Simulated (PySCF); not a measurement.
# IH₄, doublet: structure and spectrum

Level of theory: PySCF, UPBE0, basis I def2-TZVP with ECP28, H def2-TZVP (scalar-relativistic core potentials, no spin–orbit coupling, density fitting).

The structure is a minimum.

```xyz
5
charge 0 multiplicity 2, angstrom
I     0.0000    0.0000    0.0000
H     1.7960    0.0000    0.0000
H     0.0000    1.7960    0.0000
H    -1.7960    0.0000    0.0000
H     0.0000   -1.7960    0.0000
```

```
Point group                                                                   : D4h
Bond lengths                                                                  : I–H 1.796 Å (×4)
Bond angles                                                                   : H–I–H 90.0° (×4), H–I–H 180.0° (×2)
Highest occupied level (α)                                                    : -5.78 eV
Entropy at 298.15 K and 1 bar (electronic part: spin only)                    : 243.6 J/(mol K)
Rotational constants                                                          : 2.593, 2.593, 1.296 cm⁻¹
Spin squared ⟨S²⟩                                                             : 0.759
Rotational symmetry number                                                    : 8
Principal polarisabilities                                                    : 25.1, 65.3, 65.3 bohr³
Enthalpy at 298.15 K above 0 K                                                : 12.23 kJ/mol
Dipole moment                                                                 : 0.00 D
Principal quadrupole moments (Buckingham, traceless) about the centre of mass : -0.64, -0.64, 1.28 D Å
Heat capacity Cp at 298.15 K                                                  : 56.2 J/(mol K)
Lowest empty level (β)                                                        : -3.28 eV
Zero-point energy                                                             : 53.6 kJ/mol
Atomisation energy without zero-point energy                                  : 468 kJ/mol
```

Harmonic modes (masses in u: I 126.904, H 1.008):
```
symmetry  ω (cm⁻¹)  IR (km/mol, summed over degenerate members)  μ (u)     type
     a2u       374                                          9.6   1.04     bend
      eu       570                                          273   1.01    mixed
     b2g       777                                          0.0   1.01     bend
     b2u       825                                          0.0   1.01     bend
      eu      1222                                         2212   1.04  stretch
     b1g      1697                                          0.0   1.01  stretch
     a1g      1703                                          0.0   1.01  stretch
```

In D4h the vibrations span a2u + 2eu + b2g + b2u + b1g + a1g. The a1g, b1g, b2g, b2u modes carry no infrared intensity, as symmetry demands. With a centre of inversion only u modes can be infrared active and only g modes Raman active.

Charges (e):
| atom | Mulliken | Löwdin | polar tensor | spin (Mulliken) | Mayer order to I1 |
| --- | --- | --- | --- | --- | --- |
| I1 | 0.20 | 0.27 | 1.25 | -0.09 | – |
| H2,3,4,5 | -0.05 | -0.07 | -0.31 | 0.27 | 0.66 |

Mulliken populations on I1 (electrons outside its core potential): s 3.88, p 10.45, d 10.46, f 0.02.

Only a few start shapes were tried, so a lower isomer may exist. No spin–orbit coupling is included, which matters more the heavier the element.

The final relaxation and frequency run took 16 s on 2 threads of a shared Intel Xeon 6975P-C (Granite Rapids) host, with 74 basis functions and 6 gradients; the process peaked at 1 GiB.
